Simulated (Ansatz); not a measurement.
Cost and result for the atomization energy of `C=[C]([GeH3])[SeH]` (10 atoms, 9 bonds).

Cartesian coordinates in Å:
```
C -1.359 -0.897 0.506
C -0.583 0.078 0.041
Ge 1.330 -0.158 -0.223
Se -1.362 1.729 -0.509
H -2.429 -0.779 0.651
H -0.940 -1.865 0.762
H 1.659 -0.104 -1.723
H 1.744 -1.513 0.371
H 2.075 0.985 0.487
H -0.135 2.523 -0.364
```

Charge 0, multiplicity 1. Correlated methods include outer-core shells of Ge, Se, which these sets cover unevenly. Scalar relativity is left out up to krypton. The geometry is a stationary point of PBE0-D4/def2-TZVP. It is one conformer, not always the lowest. Program: Ansatz. All runs use 4 threads of an Arm Neoverse V1 on a shared host. Times are those of one run each, without the atoms' runs, and a repeat can differ threefold. Electronic energies, without spin–orbit coupling; frozen cores. CCSD(T)/CBS adds CCSD(T) − MP2 in def2-TZVPP to the MP2 limit, and its time is that of the two runs behind it. T1 = 0.011. With those shells the extrapolation isn't a true limit. B3LYP takes the VWN-RPA correlation (the form of Gaussian; ORCA's B3LYP/G).

CCSD(T)/CBS is a level of theory with its own doubt, some kJ/mol a heavy atom from the limit and from the frozen cores, so smaller differences don't rank the functionals.

```
                             level  functions  wall time  atomization (kcal/mol)  difference from CCSD(T)/CBS  per bond
   PBE-D4/def2-TZVPP (with forces)        242      2.8 s                   797.3                          8.7       1.0
                PBE0-D4/def2-TZVPP        242        4 s                   785.4                         -3.2      -0.4
r2SCAN-D4/def2-TZVPP (with forces)        242      5.5 s                   788.2                         -0.4       0.0
 B3LYP-D4/def2-TZVPP (with forces)        242        6 s                   783.5                         -5.1      -0.6
                 B2PLYP/def2-TZVPP        242        7 s                   775.1                        -13.5      -1.5
                ωB97X-V/def2-TZVPP        242      9.5 s                   787.4                         -1.2      -0.1
  ωB97M-V/def2-TZVPP (with forces)        242       14 s                   781.7                         -6.9      -0.8
                    MP2/def2-QZVPP        472       32 s                   785.5                         -3.1      -0.3
                CCSD(T)/def2-TZVPP        242    4.2 min                   771.3                        -17.3      -1.9
                 CCSD(T)/CBS(def2)          –    4.7 min                   788.6                          0.0       0.0
```

In def2-TZVPP, CCSD(T) changes the Hartree–Fock value by +208.3 kcal/mol (the triples alone add +13.2 kcal/mol) and MP2 by +212.6 kcal/mol; breaking electron pairs costs correlation energy, which Hartree–Fock lacks. The D4 term adds +9.5 kcal/mol with B3LYP and +4.9 kcal/mol with PBE0; it sums over pairs of atoms, weighted by their polarisabilities, and B3LYP, whose exchange is more repulsive, gets the larger term. From PBE to PBE0 (25 % exact exchange), in def2-TZVPP and without D4, the atomization energy moves by −11.1 kcal/mol: exact exchange takes away binding that semilocal exchange gives to molecules.
